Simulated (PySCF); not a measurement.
## Mayer bond orders and bond lengths

Species: C5H4F2N (charge -1).
SMILES with atom numbers: `[F:1][CH:2]([F:3])[c:4]1[cH:5][cH:6][cH:7][n-:8]1` (hydrogens: H9 on C2; H10 on C5; H11 on C6; H12 on C7)

Geometry (GFN2-xTB, Å), atoms numbered from 1 in this order:
```
atom  x, y, z in Å
F1    -2.5154    0.5055    1.1298
C2    -1.7654   -0.4947    0.5212
F3    -2.4743   -0.7090   -0.6557
C4    -0.3503   -0.1701    0.3328
C5     0.2352    0.8811   -0.3683
C6     1.6112    0.7043   -0.2176
C7     1.7616   -0.4358    0.5598
N8     0.5846   -0.9771    0.9015
H9    -1.8921   -1.3998    1.1333
H10   -0.2778    1.6611   -0.9095
H11    2.3978    1.3262   -0.6220
H12    2.6861   -0.8924    0.8893
```

Bond orders from the PBE0/pcSseg-1 density (PySCF). The structure is a single GFN2-xTB conformer in the gas phase; no vibrational or solvent corrections. The pcSseg-1 basis has no diffuse functions, a weakness for an anion.

**Question.** Where do the orders between heavy atoms depart from those drawn in the SMILES?

**Answer.** The largest departure is 0.173, at C4–C5 (drawn aromatic, 1.327), counting aromatic bonds as 1.5. The bonds drawn aromatic range from 1.33 to 1.49.

**Question.** Set the Mayer orders of the bonds between heavy atoms beside their lengths.

**Answer.** 
| bond | drawn as | length (Å) | Mayer order |
| --- | --- | --- | --- |
| F1–C2 | single | 1.391 | 0.907 |
| C2–F3 | single | 1.391 | 0.907 |
| C2–C4 | single | 1.464 | 1.088 |
| C4–C5 | aromatic | 1.393 | 1.327 |
| C5–C6 | aromatic | 1.395 | 1.413 |
| C6–C7 | aromatic | 1.388 | 1.391 |
| C7–N8 | aromatic | 1.340 | 1.487 |
| N8–C4 | aromatic | 1.360 | 1.398 |

By pair of heavy elements: C–F: all 2 within 0.02 of one another (0.907 to 0.907). C–C: lowest C2–C4 (1.088, 1.464 Å), highest C5–C6 (1.413, 1.395 Å); in 1 of the 6 pairs the longer bond (by over 0.003 Å) has the higher order (by 0.02 or more). C–N: lowest N8–C4 (1.398, 1.360 Å), highest C7–N8 (1.487, 1.340 Å).

**Question.** And the bonds to hydrogen?

**Answer.** C–H: 0.95 to 1.00 (4 bonds).

**Question.** Sum the orders of all bonds at each heavy atom with more than one neighbour and set the sums beside the valence in the SMILES.

**Answer.** C2 3.854 (drawn 4), C4 3.813 (drawn 4), C5 3.737 (drawn 4), C6 3.788 (drawn 4), C7 3.870 (drawn 4), N8 2.885 (drawn 2). Orders between atoms that aren't bonded are not in these sums.

The Mayer order sums products of elements of PS (density times overlap matrix) between the two atoms' basis functions, so it depends on the basis set.
